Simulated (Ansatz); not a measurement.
Strength of the S–Ge bond: Ge(SH)4 → Ge(SH)3 + HS

Species: Ge(SH)4, singlet; Ge(SH)3, doublet; HS, doublet. 

Shapes, held fixed at every level: PBE0-D4/def2-TZVP. Flexible molecules stand in one conformer, not always the lowest. Programs: Ansatz 0.2.0. Electronic energies: no zero-point or thermal term.

```
              level                    kind  ΔE (kJ/mol)  less CCSD(T)/def2-TZVPP
  PBE-D4/def2-TZVPP                     GGA       +309.7                    -10.2
B3LYP-D4/def2-TZVPP           global hybrid       +297.2                    -22.7
 PBE0-D4/def2-TZVPP           global hybrid       +316.4                     -3.5
 wB97M-V/def2-TZVPP  range-separated hybrid       +321.8                     +1.9
  B2PLYP/def2-TZVPP           double hybrid       +301.7                    -18.2
    CCSD/def2-TZVPP   coupled cluster or CI       +310.0                     -9.9
 CCSD(T)/def2-TZVPP   coupled cluster or CI       +319.9                      0.0
```

The highest level, CCSD(T)/def2-TZVPP, gives ΔE = +319.9 kJ/mol; the levels span +297.2 to +321.8. The column of differences is taken from that level and isn't an error. No measured value is set beside it here. Open shells run unrestricted unless RO is named. Relativity is left out for Ge unless named. Correlated rows may include outer-core shells of Ge, which these sets cover unevenly.
